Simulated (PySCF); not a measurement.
Ga(F)(Me)(OMe) (C2H6FGaO), SMILES C[O][Ga]([CH3])[F].

Geometry: B3LYP-D3(BJ)/def2-SVP. The structure was generated by enumeration; whether it is a known compound was not checked. Other conformers were not sampled.

Computed with PBE/def2-TZVP run with PySCF.

Symmetry labels are those of the subgroup Cs that the program uses (full group Cs).

Computed valence orbital energies around the gap with their symmetry:
```
orbital  symmetry  energy (eV)
-------  --------  -----------
HOMO−7         A'       -10.31
HOMO−6         A"       -10.26
HOMO−5         A'        -9.86
HOMO−4         A'        -8.69
HOMO−3         A"        -8.66
HOMO−2         A'        -8.13
HOMO−1         A'        -6.69
HOMO           A"        -6.47
LUMO           A'        -1.35
LUMO+1         A"        -1.18
LUMO+2         A'         0.40
LUMO+3         A'         0.91
```
